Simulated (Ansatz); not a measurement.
Reaction: BNH (SMILES N=[B], doublet) → BNH- (SMILES [B-]=N) (an electron is taken up)
Each species at its own B3LYP-D3(BJ)/def2-TZVP minimum (Ansatz, a quantum-chemistry and plane-wave program).

Total energies in hartree (Ansatz). Open shells are spin-unrestricted; no spin-orbit coupling. Cores are frozen in correlated methods. No relativity. The UHF reference of HBN ([B]=N, doublet) is spin-contaminated (<S^2> up to 0.10 over the pure value in the sets run).

```csv
species,HF/aug-cc-pVTZ,CCSD(T)/aug-cc-pVTZ,HF/aug-cc-pVQZ,CCSD(T)/aug-cc-pVQZ,CCSDT(Q)/aug-cc-pVTZ
"1: BNH (SMILES [B]=N, doublet)",-79.68063,-79.97679,-79.68587,-79.99661,-79.97839
2: BNH- (SMILES [B-]=N),-79.70085,-80.04145,-79.70576,-80.06142,-80.04285
```

Question: Work out the adiabatic electron affinity (electronic), positive where energy is released in eV: take Hartree-Fock from aug-cc-pVQZ, extrapolate the CCSD(T) correlation energy as X^-3 (X = 3, 4), and add CCSDT(Q) - CCSD(T) in aug-cc-pVTZ. 1 hartree = 27.211 eV.

Answer: 
Species 1: correlation (64·(-0.31074) - 27·(-0.29616))/37 = -0.32138; step -0.00160; E1 = -79.68587 + (-0.32138) + (-0.00160) = -80.00885
Species 2: correlation (64·(-0.35566) - 27·(-0.34060))/37 = -0.36665; step -0.00140; E2 = -79.70576 + (-0.36665) + (-0.00140) = -80.07381
+1·E1 -1·E2 = 0.06496 hartree = 1.77 eV.
